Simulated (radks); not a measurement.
The numbers below are computed, except where a source is named.
The holmium ion Ho55+, configuration [Ne] 3s1 4f1 (not the ground configuration). Level of theory: Dirac Kohn-Sham, PBE, spin-unpolarised, spherical densities, point nucleus; open shells are shared between the two j in proportion to 2j + 1 (a radial shooting solver on a logarithmic mesh with Libxc functionals).

Normalised radial functions P(r) = r R(r) (large component), r in bohr:

```
   r/bohr * 2s1/2, o 4f7/2 (the largest magnitude, 3.54, reaches the edge; | marks zero, & curves that meet)
0.0007472                             o  *
0.0009424                             o   *
 0.001179                             o    *
 0.001487                             o    *
  0.00186                             o     *
 0.002346                             o       *
 0.002958                             o        *
 0.003701                             o         *
 0.004668                             o           *
 0.005839                             o            *
 0.007364                             o             *
 0.009287                             o             *
  0.01162                             o             *
  0.01465                             o           *
  0.01833                             o        *
  0.02312                             o   *
  0.02916                          *  o
  0.03648                  *          o
    0.046           *                 o
  0.05755     *                       |o
  0.07258  *                          |o
  0.09153    *                        |  o
   0.1145         *                   |    o
   0.1444                 *           |      o
   0.1807                       *     |          o
   0.2278                           * |             o
   0.2873                            *|              o
   0.3595                             *            o
   0.4533                             *        o
   0.5672                             *   o
   0.7153                             *o
    0.902                             &
```

2s1/2: eigenvalue -13393.5 eV, 1 radial node at r = 0.0266 bohr, <r> = 0.0861 bohr, 90 % of the charge inside 0.134 bohr. 4f7/2: eigenvalue -2656.1 eV, 0 radial nodes, <r> = 0.317 bohr, 90 % of the charge inside 0.458 bohr.
